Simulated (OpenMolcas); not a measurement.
## What dynamic correlation does to the levels of C III

* Program: OpenMolcas 26.06
* Basis: ANO-RCC-VTZP [4s3p2d1f]
* Scalar Hamiltonian: DKH2, point nucleus
* Active space: 2 electrons in 4 orbitals (2s 2p)
* State averaging: 2S+1 = 3 even, 3 roots; 2S+1 = 1 even, 7 roots; 2S+1 = 3 odd, 3 roots; 2S+1 = 1 odd, 3 roots
* Spin-orbit coupling: RASSI with atomic mean-field integrals over the reference wave functions, term energies averaged over their components

Methods on the same reference wave functions:
A. CASSCF
B. SS-CASPT2, IPEA 0.25 Eh, imaginary shift 0.1 Eh (closed shells correlated: 1s)
C. MS-CASPT2, IPEA 0.25 Eh, imaginary shift 0.1 Eh (closed shells correlated: 1s)
D. XMS-CASPT2, IPEA 0.25 Eh, imaginary shift 0.1 Eh (closed shells correlated: 1s)

Energies in cm-1 above 2s2 1S0, the measured ground level; measured values from Moore, Selected Tables of Atomic Spectra, NSRDS-NBS 3, section 3.

```json
{"Level": "2s2 1S0", "A": "0.0", "B": "0.0", "C": "0.0", "D": "0.0", "Measured": "0.0"}
{"Level": "2s 2p 3P* 0", "A": "52999", "B": "52360", "C": "52380", "D": "52580", "Measured": "52367"}
{"Level": "2s 2p 3P* 1", "A": "53026", "B": "52380", "C": "52410", "D": "52600", "Measured": "52391"}
{"Level": "2s 2p 3P* 2", "A": "53080", "B": "52440", "C": "52460", "D": "52660", "Measured": "52447"}
{"Level": "2s 2p 1P* 1", "A": "113372", "B": "104540", "C": "104560", "D": "104010", "Measured": "102352"}
{"Level": "2p2 3P0", "A": "139277", "B": "137730", "C": "137750", "D": "137910", "Measured": "137426"}
{"Level": "2p2 3P1", "A": "139304", "B": "137750", "C": "137770", "D": "137940", "Measured": "137454"}
{"Level": "2p2 3P2", "A": "139356", "B": "137800", "C": "137830", "D": "137990", "Measured": "137502"}
{"Level": "2p2 1D2", "A": "156310", "B": "147670", "C": "147690", "D": "145780", "Measured": "145876"}
{"Level": "2p2 1S0", "A": "196407", "B": "184580", "C": "184620", "D": "184570", "Measured": "182520"}
```

Deviations, from unrounded energies. A percentage is the sum of absolute deviations over the sum of measured energies, with the sign that they share, or ± where signs differ.

| Against measurement | Levels | A | B | C | D |
| --- | --- | --- | --- | --- | --- |
| mean absolute deviation (cm-1) | 9 | 4800 | 770 | 790 | 660 |
| other configurations (%) | 9 | +4.3 | ±0.7 | +0.7 | ±0.6 |

D lies closest to measurement on these levels and A furthest from it. The largest miss of D in the table is 2p2 1S0, by +2100 cm-1. The ranking rests on the paired levels alone, and a cruder setting can come out closer through cancelling errors.

Among B to D the level of the table that moves most is 2p2 1D2, by 1900 cm-1 (lowest in D, highest in C). Moves below CASPT2's spread within the term are not significant.

The lowest spin-free term lies below A's lowest term by 0.009 hartree in B, 0.009 hartree in C, 0.011 hartree in D.

CASPT2 breaks the degeneracy within a term, and the mean is taken; among the terms shown or strongly mixed into the levels shown the widest spread is 16 cm-1 (2p2 1D, D). Measured partners are found by configuration, term and J. A level has none where our copy of the source lacks it or the pairing is in doubt (some pairs that miss far off the trend of their configuration count as doubtful), and it then counts in no deviation. Levels of configurations outside the active space are missing.

* marks odd parity.
